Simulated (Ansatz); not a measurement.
Ideal-gas functions of CH5GaOS, SMILES `C[O][GaH][SH]` at 800 K and 1 bar, from an Ansatz frequency run at PBE0-D4/def2-TZVP.

Molar mass 134.84 g/mol, point group Cs (symmetry number 1), electronic degeneracy 1, moments of inertia 91.097, 196.187, 284.101 u Å². Harmonic wavenumbers (cm⁻¹, unscaled): 63, 116, 142, 258, 265, 405, 475, 571, 617, 709, 1136, 1178, 1197, 1476, 1494, 1497, 2056, 2711, 2991, 3045, 3089.

Use S(trans) = R[1.5 ln M + 2.5 ln T − 1.1517]; rotational temperatures θ = 24.2544 K / I; S(rot) = R[ln(√π/σ · √(T³/θAθBθC)) + 1.5]; for each mode x = 1.438777 ν̃/T, S = R[x/(eˣ − 1) − ln(1 − e⁻ˣ)] and H = RT x/(eˣ − 1); 1 cm⁻¹ = 0.0119627 kJ/mol; R = 8.31446 J/(mol·K).

**Question.** By hand: the entropy, in J/(mol·K).

**Answer.** Translation 190.5. Rotation: θ = 0.2662, 0.1236, 0.0854 K, giving 125.0. Vibration, mode by mode: 26.43, 21.36, 19.69, 14.77, 14.55, 11.13, 9.87, 8.45, 7.86, 6.84, 3.68, 3.47, 3.38, 2.28, 2.22, 2.21, 0.99, 0.38, 0.25, 0.23, 0.21, in all 160.2. Electronic 0.0. Sum 475.7 J/(mol·K).

**Question.** By hand: H − E and G − E in kJ/mol, counted from the electronic energy.

**Answer.** Zero-point energy ½ × 25491 × 0.0119627 = 152.5; thermal vibration 59.1; translation, rotation and pV give 4 RT = 26.6. H − E = 238.2 kJ/mol, and G − E = 238.2 − 800 × 475.7/1000 = -142.4 kJ/mol.

Vibration gives 34 % of the entropy, 67.5 J/(mol·K) of it from the modes under 150 cm⁻¹: soft modes count most, and the harmonic formula is weakest for them. The sum counts one conformer and one mirror image; others add a mixing term.
